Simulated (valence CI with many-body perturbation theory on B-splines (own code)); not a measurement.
Energy levels of Cd⁹⁺

Computed by relativistic CI+MBPT: three valence electrons over a frozen Dirac-Fock core [Kr], radial functions for each j: 7 s, 7 p, 8 d, 6 f, 4 g, 1 h, with the one-electron correlation potential Σ1, the two-electron term Σ2, the three-electron term Σ3, Breit, model QED; selected CI, second order for the rest, scaled by the run's own slope (own B-spline code, finite nucleus).

No measured levels were compared; by estimate terms of the open shell hold to 2 to 4 % of their energy, and close levels can change places. Excitations out of the core, of the other parity, are not computed and may begin above about 46.4 eV (a cautious bound); beyond it only levels of the ground parity were kept, without lifetimes.

Levels 1 to 45 of 49, with energies above the lowest level, 4d3 4F_3/2. "Leading %" is the weight of the configuration and term that name the level; weights of strongly mixed levels are sums over their largest components and can fall short. In the jj column 3d3/2^4 stands for four electrons in 3d with j = 3/2.

```tsv
No.	Configuration	Term	J	E (cm⁻¹)	Leading %	Leading jj	g	Second component
1	4d3	4F	3/2	0	94	4d3/2^3 (55 %)	0.423	5 % 4d3 2D
2	4d3	4F	5/2	3848	98	4d3/2^2 4d5/2 (85 %)	1.031	
3	4d3	4F	7/2	7951	96	4d3/2 4d5/2^2 (64 %)	1.227	
4	4d3	4F	9/2	11825	88	4d3/2 4d5/2^2 (49 %)	1.306	11 % 4d3 2G
5	4d3	4P	3/2	19398	65	4d3/2^2 4d5/2 (68 %)	1.541	25 % 4d3 2P
6	4d3	4P	1/2	20488	85	4d3/2^2 4d5/2 (87 %)	2.376	15 % 4d3 2P
7	4d3	2G	7/2	24515	95	4d3/2 4d5/2^2 (54 %)	0.903	
8	4d3	2H	9/2	25500	49	4d3/2^2 4d5/2 (69 %)	1.030	42 % 4d3 2G
9	4d3	4P	5/2	26066	96	4d3/2 4d5/2^2 (64 %)	1.584	
10	4d3	2D	3/2	30632	52	4d3/2 4d5/2^2 (84 %)	1.140	28 % 4d3 4P
11	4d3	2P	1/2	32565	85	4d3/2 4d5/2^2 (87 %)	0.959	15 % 4d3 4P
12	4d3	2H	11/2	34392	100	4d3/2 4d5/2^2 (100 %)	1.090	
13	4d3	2H	9/2	36056	50	4d5/2^3 (60 %)	1.016	47 % 4d3 2G
14	4d3	2D	5/2	37742	95	4d3/2 4d5/2^2 (61 %)	1.206	
15	4d3	2P	3/2	41936	57	4d5/2^3 (86 %)	1.160	35 % 4d3 2D
16	4d3	2F	7/2	48829	98	4d3/2 4d5/2^2 (81 %)	1.138	
17	4d3	2F	5/2	49386	95	4d3/2 4d5/2^2 (49 %)	0.873	5 % 4d3 2D
18	4d3	2D	5/2	75652	94	4d5/2^3 (50 %)	1.189	4 % 4d3 2F
19	4d3	2D	3/2	75980	99	4d3/2 4d5/2^2 (86 %)	0.800	
20	4d2 5s	4F	3/2	398960	95	4d3/2^2 5s (84 %)	0.416	4 % 4d2 5s 2D
21	4d2 5s	4F	5/2	401370	86	4d3/2^2 5s (66 %)	1.019	10 % 4d2 5s 2F
22	4d2 5s	4F	7/2	406470	95	4d3/2 4d5/2 5s (93 %)	1.233	4 % 4d2 5s 2F
23	4d2 5s	4F	9/2	411940	97	4d5/2^2 5s (65 %)	1.327	
24	4d2 5s	2F	5/2	412020	82	4d3/2 4d5/2 5s (76 %)	0.897	13 % 4d2 5s 4F
25	4d2 5s	2F	7/2	420060	89	4d5/2^2 5s (50 %)	1.130	6 % 4d2 5s 2G
26	4d2 5s	4P	1/2	420070	95	4d3/2^2 5s (60 %)	2.613	
27	4d2 5s	4P	5/2	421620	55	4d3/2 4d5/2 5s (91 %)	1.399	38 % 4d2 5s 2D
28	4d2 5s	4P	3/2	422090	78	4d3/2 4d5/2 5s (94 %)	1.532	20 % 4d2 5s 2D
29	4d2 5s	2D	3/2	425300	57	4d3/2 4d5/2 5s (73 %)	1.078	21 % 4d2 5s 2P
30	4d2 5s	2P	1/2	430540	96	4d3/2 4d5/2 5s (79 %)	0.728	
31	4d2 5s	2D	5/2	431590	53	4d5/2^2 5s (98 %)	1.369	44 % 4d2 5s 4P
32	4d2 5s	2G	9/2	433750	97	4d3/2 4d5/2 5s (65 %)	1.117	
33	4d2 5s	2G	7/2	434140	93	4d3/2 4d5/2 5s (57 %)	0.905	5 % 4d2 5s 2F
34	4d2 5s	2P	3/2	436910	78	4d5/2^2 5s (80 %)	1.238	19 % 4d2 5s 2D
35	4d2 5s	2S	1/2	472290	96	4d5/2^2 5s (75 %)	1.996	
36	4d2 5d	4G	5/2	689980	53	4d3/2^2 5d3/2 (80 %)	0.722	40 % 4d2 5d 2F
37	4d2 5d	4H	7/2	691670	76	4d3/2^2 5d3/2 (84 %)	0.732	14 % 4d2 5d 2G
38	4d2 5d	4D	1/2	692840	51	4d3/2^2 5d3/2 (86 %)	0.356	46 % 4d2 5d 2P
39	4d2 5d	2F	5/2	695060	41	4d3/2^2 5d5/2 (58 %)	0.824	40 % 4d2 5d 4G
40	4d2 5d	4G	7/2	695480	87	4d3/2 4d5/2 5d3/2 (44 %)	0.980	5 % 4d2 5d 2G
41	4d2 5d	4H	9/2	696210	75	4d3/2^2 5d5/2 (55 %)	1.004	15 % 4d2 5d 4G
42	4d2 5d	4D	3/2	697140	84	4d3/2^2 5d5/2 (61 %)	1.196	
43	4d2 5d	2F	7/2	697840	63	4d3/2 4d5/2 5d3/2 (59 %)	1.082	12 % 4d2 5d 4H
44	4d2 5d	4P	1/2	699380	49	4d3/2^2 5d5/2 (64 %)	1.586	25 % 4d2 5d 4D
45	4d2 5d	4G	9/2	700210	73	4d3/2 4d5/2 5d3/2 (43 %)	1.126	17 % 4d2 5d 4H
```

Names give the largest LS component (configuration and term), which can be under half, so a name can repeat, a term be missing and a line seem to break the LS rules; names also repeat where a configuration has a term twice.

Where two levels of one J and parity lie close, their mixing, g and order are uncertain.

The ionisation energy to 4d2 3F_2 of the next ion comes out as 173.47 eV (NIST: 173 ± 2.2 eV (theoretical)). All 49 levels together are meant to be complete up to 373870 cm⁻¹.
